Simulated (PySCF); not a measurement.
# How methods differ on the excitation energy of Ga⁺

Ga⁺ [Ar] 3d10 4s2 (1S) → Ga⁺ [Ar] 3d10 4s1 5s1 (3S), as a difference of total energies. All numbers are calculated (PySCF 2.14, the spin-free X2C one-electron Hamiltonian (Gaussian nucleus), in x2c-QZVPPall with one added diffuse shell each of s, p, d, f type (12s8p6d5f1g, 110 functions)). Correlated levels: valence: [Ar] 3d10 frozen. The calculations carry no spin-orbit coupling.

```json
{"method": "UHF", "excitation energy (eV)": "11.273"}
{"method": "MP2 (valence)", "excitation energy (eV)": "11.934"}
{"method": "SCS-MP2 (valence)", "excitation energy (eV)": "12.138"}
{"method": "CCSD (valence)", "excitation energy (eV)": "12.133"}
```

How much does correlation contribute at MP2 (valence)?

11.934 − (11.273) = 0.661 eV, measured against UHF.

Errors of the correlated levels include the incompleteness of this basis and the frozen core.

With two correlated electrons CCSD is exact in that space.

For comparison: 12.764 eV (measured; NIST levels).
